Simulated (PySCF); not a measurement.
# Variants of one PySCF input: AsF4⁻

Base input, run as `OMP_NUM_THREADS=1 python input.py` with PySCF 2.14:

```python
from pyscf import gto, scf, mp

mol = gto.M(
    atom='As 0.2635 0.2134 -0.0326; F 1.0571 -0.8536 1.3237; F -1.1694 0.2799 1.0168; F -0.8152 1.0495 -1.3536; F -0.1093 -1.3154 -0.8587',
    basis='cc-pvdz',
    charge=-1,
    spin=0,
    verbose=4,
)
mf = scf.RHF(mol)
mf.kernel()
mp.MP2(mf).kernel()
mf.dip_moment()
print('orbital energies (hartree):', mf.mo_energy[..., max(0, mol.nelec[1]-3):mol.nelec[0]+3].round(4))
```

Base result: E(SCF) = -2632.048738 Eh, 10 cycles, E(MP2) − E(SCF) = -0.90694 Eh. The basis has no diffuse functions, which an anion needs. The dipole of an ion depends on the origin.

Hardware: Arm Neoverse N1, 1 thread, shared host. Wall time 3.8 s, peak memory 0.22 GiB.

Each row names what differs from the base; energies in brackets are changes from the base.

| change | result | wall time (s) |
| --- | --- | --- |
| functional: none (Hartree–Fock) → pw91; SCF type: RHF → RKS; step after the SCF: mp2 → analyze | E(SCF) = -2635.415829 Eh, 11 cycles | 12 |
| basis set: cc-pvdz → lanl2dz; core potential: off → on [no diffuse functions for the anion] | E(SCF) = -403.859977 Eh, 9 cycles, E(MP2) − E(SCF) = -0.54351 Eh | 1.6 |
| charge: -1 → -2; spin (2S): 0 → 1; SCF type: RHF → UHF [another spin of the ion may lie lower] [no diffuse functions for the anion] | E(SCF) = -2631.752974 Eh (+8.0481 eV), 11 cycles, E(MP2) − E(SCF) = -0.89619 Eh, ⟨S²⟩ = 0.760 | 5.7 |
| functional: none (Hartree–Fock) → b3lyp5; SCF type: RHF → RKS; step after the SCF: mp2 → analyze | E(SCF) = -2635.133985 Eh, 9 cycles | 11 |
| smearing width (hartree): none → 0.01; step after the SCF: mp2 → none | E(SCF) = -2632.048738 Eh (+0.0000 eV), 10 cycles | 2.9 |
| functional: none (Hartree–Fock) → r2scan; SCF type: RHF → RKS; step after the SCF: mp2 → analyze | E(SCF) = -2635.204583 Eh, 10 cycles | 18 |
| basis set: cc-pvdz → def2-svp [no diffuse functions for the anion] | E(SCF) = -2631.456237 Eh (+16.1228 eV), 10 cycles, E(MP2) − E(SCF) = -1.03920 Eh | 3.6 |
